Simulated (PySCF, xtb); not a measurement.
W(S)2(NH2)(SH) (H3NS3W), SMILES [S]=[W]([SH])([NH2])=[S], multiplicity 1.

xtb with GFN2-xTB at its own geometry gives an orbital gap of 1.68 eV and a dipole moment of 5.84 D.

Geometry: PBE0-D3(BJ)/def2-SVP. The multiplicity is an assumed one; no other spin state was optimised. The structure was generated by enumeration; whether it is a known compound was not checked. The def2 effective core potentials stand for the cores of W; spin–orbit coupling is left out. One conformer was computed; it need not be the lowest.

Question: What does PBE/def2-TZVP in PySCF give? (Estimate from the structure and the level; the computed values follow.)

Answer: gap 2.65 eV (levels -6.18 and -3.53 eV), dipole 3.70 D.
